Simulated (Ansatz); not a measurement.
## Energy profile

The step: CH₆Ge ([CH3][GeH3]) + HBr → GeH₃Br ([GeH3][Br]) + CH₄; bonds formed: Ge1–Br7, C2–H6; bonds broken: Ge1–C2, H6–Br7 (atoms numbered as in the saddle structure below).

```
10
angstrom
Ge -0.6333 0.9300 -0.2934
C 0.2918 -0.8528 0.7131
H -1.4930 0.5300 -1.4800
H -1.5226 0.9997 0.9782
H 0.3055 2.1240 -0.3094
H 0.6615 -0.4572 -0.3945
Br 1.4235 -0.0100 -2.1731
H 1.0672 -1.6110 0.5479
H -0.6625 -1.3666 0.8094
H 0.5617 -0.2862 1.6017
```

Electronic energies by CCSD(T) at an estimated basis limit (MP2 extrapolated from triple and quadruple zeta, plus CCSD(T) − MP2 in triple zeta), on PBE0-D4/def2-TZVP structures; CH7BrGe, closed shell; no counterpoise correction. Computed with Ansatz 0.2.0 (basis: def2-TZVPP and def2-QZVPP); correlated methods freeze the cores. Filled d shells of the heavier atoms are correlated. The def2 sets are not built for correlating such inner shells, so the correlated values are less sure here. Extrapolation: Hartree–Fock as exp(−7.88 √X), correlation as X^−2.97.

Q: Give the profile in kJ/mol, counted from the separated reactants. (An estimate is asked for; the value comes from the calculation.)

A: By the calculation:
```
                                                                                                       point  kJ/mol
separated: CH6Ge (linked as [CH3][GeH3]; Ge1, C2, H3, H4, H5, H8, H9, H10; singlet) + HBr (H6, Br7; singlet)     0.0
                                                                                             start structure    -7.7
                                                                                                      saddle   162.1
                                                                                               end structure  -100.5
separated: GeH3Br (linked as [GeH3][Br]; Ge1, H3, H4, H5, Br7; singlet) + CH4 (C2, H6, H8, H9, H10; singlet)   -95.9
```

T1 diagnostic: at most 0.011.

For scale, one of the runs: CCSD(T)/def2-TZVPP, 225 basis functions, launched by `ansatz run in.yaml --threads 8 --pin off --events-out ev --progress --plain --max-ram 19148MiB`. Time: 110 s of wall clock on 8 CPU threads of an Arm Neoverse V1; the host was shared. Peak host memory: 3.8 GiB.
